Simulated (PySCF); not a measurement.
**SMILES FC(F)(F)[C@H]1C[Si@@H]1Br, C₃H₄BrF₃Si**

Cartesian coordinates in Å; atom numbers follow the order of the lines, from 1:
```xyz
12

F     2.4764   -0.1342    0.2026
C     1.2619   -0.6037    0.5448
F     1.0537   -1.6860   -0.2373
F     1.3839   -1.0745    1.7998
C     0.1727    0.3949    0.4155
C    -0.2089    0.7407   -1.0476
Si   -1.5168   -0.2395   -0.1329
Br   -3.1913    0.9428    0.6774
H     0.3225    1.2254    1.0955
H    -0.3466    1.7954   -1.2458
H     0.4064    0.2742   -1.8045
H    -1.8128   -1.6361   -0.2935
```

Theory: PySCF 2.14.0, TDDFT wB97X-D/def2-SVPD circular dichroism and optical rotation, one conformer, gas phase. Geometry: GFN2-xTB.

The calculation is non-relativistic, which matters for the atoms heavier than Zn.

(1) Draw the ECD and absorption spectra from the lowest 8 states, each a Gaussian of half-width 0.25 eV at 1/e height.

Results:

(1) 
```
E (eV)  λ (nm)  Δε (L mol⁻¹ cm⁻¹)  ε (L mol⁻¹ cm⁻¹)
  5.48     226              -0.20              7.01
  5.63     220              -1.52              53.9
  5.78     214              -5.69               202
  5.93     209             -10.36               369
  6.08     204              -9.09               356
  6.23     199              -2.71               503
  6.38     194              +6.62              2170
  6.53     190             +21.61              6220
  6.68     186             +32.17              9260
  6.83     181             +26.74              8580
  6.98     178             +11.78              7340
  7.13     174              -3.89              5580
  7.28     170              -9.96              2740
  7.43     167              -6.41              1220
  7.58     164              -2.37              1210
  7.73     160              -3.79              1430
```
Δε uses R in velocity form, ε uses f in length form. Only the states computed contribute, so the short-wavelength end is incomplete.
